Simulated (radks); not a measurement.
Task: These are the eigenvalues of the occupied orbitals of an atom or ion with whole-number occupations (hartree). Method: Dirac Kohn-Sham, LB94 model potential, spin-unpolarised, spherical densities, finite nucleus; Fermi nuclear charge, rms radius of each element as measured or else 0.836 A^(1/3) + 0.57 fm; computed with a radial shooting solver on a logarithmic mesh with Libxc functionals.

1s1/2: -1956.839
2s1/2: -362.8567
2p1/2: -347.5692
2p3/2: -319.8204
3s1/2: -114.3190
3p1/2: -107.6548
3p3/2: -101.7862
3d3/2: -90.40076
3d5/2: -89.09667
4s1/2: -52.50754
4p1/2: -49.76917
4p3/2: -47.95552

Which element is it, and in what charge state? The configuration may be excited. Open shells, if any, fill j = l - 1/2 first.

Result: Z = 65, terbium, charge +32: Tb32+ in [Ar] 3d10 4s2 4p3. The list shows which subshells hold electrons but not how many an open one holds; the 1s level, -1956.8 hartree, gives Z - s = 62.6 by -(Z - s)^2/2, which with screening and relativity narrows Z to a few neighbours, and the depths of the outer levels then fix element, charge and occupations together.
